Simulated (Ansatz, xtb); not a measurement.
System: C₄H, net charge 0, doublet state. It need not be the lowest isomer of its formula. 
Coordinates optimised at B3LYP-D3(BJ)/def2-TZVP (Ansatz, a quantum-chemistry and plane-wave program):
SMILES: [C]#CC#C
```xyz
5

C     -2.0184    -0.1492     0.2730
C     -0.7720     0.0314     0.0542
C      0.5521     0.0411    -0.0748
C      1.7675     0.0629    -0.2006
H      2.8251     0.0827    -0.3105
```
Charge 0, spin multiplicity 2.

Harmonic wavenumbers from GFN2-xTB (xtb, at its own minimum), cm⁻¹: 185, 289, 365, 588, 616, 949, 2048, 2176, 3390.

**Question.** Give the harmonic wavenumbers at B3LYP-D3(BJ)/def2-TZVP (Ansatz, finite differences of forces, unscaled).

**Answer.** 161, 412, 417, 520, 699, 932, 1831, 2063, 3453 cm⁻¹. Zero-point energy 15.0 kcal/mol.

**Question.** From these and the geometry, give the ideal-gas thermochemistry at 298.15 K and 1 atm (rigid rotor, harmonic oscillator).

**Answer.** Point group Cs, rotational symmetry number 1. Rotational constants 3858, 4.725, 4.719 GHz. S(trans) 37.59, S(rot) 18.86, S(vib) 5.40, S(elec, spin only) 1.38, S 63.2 cal/(mol K). H(298) - H(0) 3.37 kcal/mol; G - E(el) -0.5 kcal/mol.
